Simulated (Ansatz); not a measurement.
Mulliken charges of `C=CO[SiH2]Br` from B3LYP/def2-TZVPP in Ansatz (PBE0-D4/def2-TZVP geometry).

```json
{"atom": "C1", "x (Å)": "-0.659", "y (Å)": "-1.604", "z (Å)": "1.223", "charge (e)": "-0.255"}
{"atom": "C2", "x (Å)": "-0.580", "y (Å)": "-0.559", "z (Å)": "0.417", "charge (e)": "0.077"}
{"atom": "O3", "x (Å)": "0.551", "y (Å)": "0.189", "z (Å)": "0.308", "charge (e)": "-0.310"}
{"atom": "Si4", "x (Å)": "0.814", "y (Å)": "1.376", "z (Å)": "-0.792", "charge (e)": "0.510"}
{"atom": "Br5", "x (Å)": "1.040", "y (Å)": "0.536", "z (Å)": "-2.830", "charge (e)": "-0.220"}
{"atom": "H6", "x (Å)": "0.185", "y (Å)": "-1.916", "z (Å)": "1.826", "charge (e)": "0.104"}
{"atom": "H7", "x (Å)": "-1.583", "y (Å)": "-2.161", "z (Å)": "1.286", "charge (e)": "0.106"}
{"atom": "H8", "x (Å)": "-1.419", "y (Å)": "-0.237", "z (Å)": "-0.196", "charge (e)": "0.095"}
{"atom": "H9", "x (Å)": "-0.342", "y (Å)": "2.300", "z (Å)": "-0.842", "charge (e)": "-0.059"}
{"atom": "H10", "x (Å)": "2.076", "y (Å)": "2.025", "z (Å)": "-0.398", "charge (e)": "-0.047"}
```

Problem. By hand: the dipole of these point charges (1 e Å = 4.8032 D).

Solution. Σ q r = (-0.222, 0.210, 0.219) e Å, of length 0.376 e Å = 1.81 D.

Problem. How does the dipole of the full density compare? (Estimate.)

Solution. Computed: (-0.156, 0.122, 0.126) e Å, 1.13 D; the point charges give 1.60 times that, at 5° from its direction.

Point charges leave out the atoms' own dipoles, such as those of lone pairs, and Mulliken's split depends on the basis, so the two needn't agree.

B3LYP here is the variant with VWN-RPA as its local correlation; programs differ in this.
